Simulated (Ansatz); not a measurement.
Consider the ligand exchange at a Ga–C bond: `C/C=[CH]\[GaH2]` + `O[SiH3]` → `[SiH3][O][GaH2]` + `C=CC`.

Isolated molecules relaxed with PBE0-D4/def2-TZVP in Ansatz; ΔE leaves out vibrations. CBS: MP2 limit from def2 TZ/QZ plus the TZ coupled-cluster correction, frozen cores. Functionals use def2-TZVPP. HSE06 is defined as in plane-wave codes. For Ga outer-core shells are correlated without core-valence functions, which leaves a few kJ/mol of doubt a bond. Scalar relativity is left out up to krypton.

```json
{"level": "r2SCAN-D4", "ΔE (kJ/mol)": "-90.3", "difference from CCSD(T)/CBS": "-4.1"}
{"level": "B97M-V", "ΔE (kJ/mol)": "-93.3", "difference from CCSD(T)/CBS": "-7.1"}
{"level": "PBE0-D4", "ΔE (kJ/mol)": "-82.8", "difference from CCSD(T)/CBS": "3.4"}
{"level": "HSE06-D4", "ΔE (kJ/mol)": "-82.8", "difference from CCSD(T)/CBS": "3.4"}
{"level": "BHLYP-D4", "ΔE (kJ/mol)": "-95.5", "difference from CCSD(T)/CBS": "-9.3"}
{"level": "ωB97M-V", "ΔE (kJ/mol)": "-88.2", "difference from CCSD(T)/CBS": "-2.0"}
{"level": "BLYP", "ΔE (kJ/mol)": "-93.6", "difference from CCSD(T)/CBS": "-7.4"}
{"level": "PBE0", "ΔE (kJ/mol)": "-84.2", "difference from CCSD(T)/CBS": "2.0"}
{"level": "r2SCAN0", "ΔE (kJ/mol)": "-90.0", "difference from CCSD(T)/CBS": "-3.8"}
{"level": "BHLYP", "ΔE (kJ/mol)": "-97.2", "difference from CCSD(T)/CBS": "-11.0"}
{"level": "MP2/def2-SVP", "ΔE (kJ/mol)": "-103.2", "difference from CCSD(T)/CBS": "-17.0"}
{"level": "HF/def2-QZVPP", "ΔE (kJ/mol)": "-107.4", "difference from CCSD(T)/CBS": "-21.2"}
{"level": "MP2/def2-QZVPP", "ΔE (kJ/mol)": "-87.5", "difference from CCSD(T)/CBS": "-1.3"}
{"level": "SCS-MP2/def2-QZVPP", "ΔE (kJ/mol)": "-92.9", "difference from CCSD(T)/CBS": "-6.7"}
{"level": "HF/CBS(def2)", "ΔE (kJ/mol)": "-107.7", "difference from CCSD(T)/CBS": "-21.5"}
{"level": "CCSD/CBS(def2)", "ΔE (kJ/mol)": "-88.1", "difference from CCSD(T)/CBS": "-1.9"}
{"level": "CCSD(T)/CBS", "ΔE (kJ/mol)": "-86.2", "difference from CCSD(T)/CBS": "0"}
```

Largest T1 diagnostic among the species: 0.014.

In def2-TZVPP, CCSD(T) changes the Hartree–Fock value by +15.1 kJ/mol (the triples alone add +2.0 kJ/mol) and MP2 by +16.2 kJ/mol. At CCSD(T), def2-SVP lies −18.7 kJ/mol from the extrapolated value and def2-TZVPP −4.3 kJ/mol. From BLYP to BHLYP (50 % exact exchange), in def2-TZVPP and without D4, ΔE moves by −3.6 kJ/mol.

CCSD(T)/CBS has its own doubt, a few kJ/mol and more with outer-core shells, so smaller differences from it don't rank the levels.
